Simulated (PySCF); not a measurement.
CH3FO2Si, SMILES O=CO[SiH2]F. Coordinates come from a PBE0-D3(BJ)/def2-SVP optimisation. The structure was generated by enumeration, and PubChem lists no compound with its InChIKey, so it may never have been made. Other conformers were not sampled.

Computed equilibrium geometry at PBE0-D3(BJ)/def2-SVP (PySCF confirms it by a frequency run) as bond lengths and angles, and its point group (one conformer of several):
point group Cs.
Atoms: O1 C2 O3 Si4 F5 H6 H7 H8. Bond lengths (Å): O1–C2 1.201, C2–O3 1.327, C2–H6 1.109, O3–Si4 1.712, Si4–F5 1.614, Si4–H7 1.478, Si4–H8 1.478. Bond angles (°): O1–C2–O3 123.3, O1–C2–H6 124.7, O3–C2–H6 112.0, C2–O3–Si4 115.7, O3–Si4–F5 102.7, O3–Si4–H7 110.2, O3–Si4–H8 110.2, F5–Si4–H7 108.5, F5–Si4–H8 108.5, H7–Si4–H8 116.0.
